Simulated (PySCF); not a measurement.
C2H7BO3, SMILES CCOB(O)O.

The structure is a stationary point at PBE0-D3(BJ)/def2-SVP. Other conformers were not sampled.

Two levels are set side by side: TDDFT-PBE/def2-SVPD (PySCF) and TDDFT-LC-ωPBE/def2-SVPD (PySCF). Vertical, same geometry. The lowest singlet is HOMO→LUMO 100 % with PBE and HOMO→LUMO 53 %, HOMO−2→LUMO 29 % with the other functional; states are paired by order. Differences are taken from unrounded values.

```json
[
 {"quantity": "lowest singlet excitation (eV)", "TDDFT-LC-ωPBE": "8.10", "TDDFT-PBE": "5.72", "TDDFT-PBE minus TDDFT-LC-ωPBE": "-2.38"},
 {"quantity": "lowest triplet excitation (TDA) (eV)", "TDDFT-LC-ωPBE": "7.84", "TDDFT-PBE": "5.66", "TDDFT-PBE minus TDDFT-LC-ωPBE": "-2.18"}
]
```

A lower first singlet is the usual sign of a functional without exact exchange. Differences between two approximate levels are no errors against the true value.

Rough cost on one machine, each run with all the roots and properties that it gave: TDDFT-LC-ωPBE against TDDFT-PBE about 6 times.
